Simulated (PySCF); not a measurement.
(Z)-1-bromo-2-chloro-1,2-difluoroethene (C2BrClF2), SMILES F/C(Br)=C(\F)Cl. Heavy atoms are numbered as in [F:1]/[C:2]([Cl:3])=[C:4](\[F:5])[Br:6].

Geometry optimised at TPSSh-D3(BJ)/def2-SVP.

Level of theory: PBE/pcSseg-1 in PySCF.

GIAO shieldings, no solvent; atoms alike by connectivity are averaged. δ = σ(ref) − σ: ¹⁹F against CFCl3 (σ = 133.6 ppm); ¹³C against TMS (σ = 182.0 ppm); ³⁵Cl against HCl (σ = 936.5 ppm), references at their B3LYP-D3(BJ)/def2-TZVP geometries, non-relativistic (without spin–orbit terms, shifts of atoms bonded to Cl or Br come out too high).

Computed chemical shifts:
| nucleus | atoms | count | δ (ppm) |
|---|---|---|---|
| ¹⁹F | F1 | 1 | -114.5 |
| ¹⁹F | F5 | 1 | -120.9 |
| ¹³C | C2 | 1 | 154.4 |
| ¹³C | C4 | 1 | 153.1 |
| ³⁵Cl | Cl3 | 1 | 259.9 |
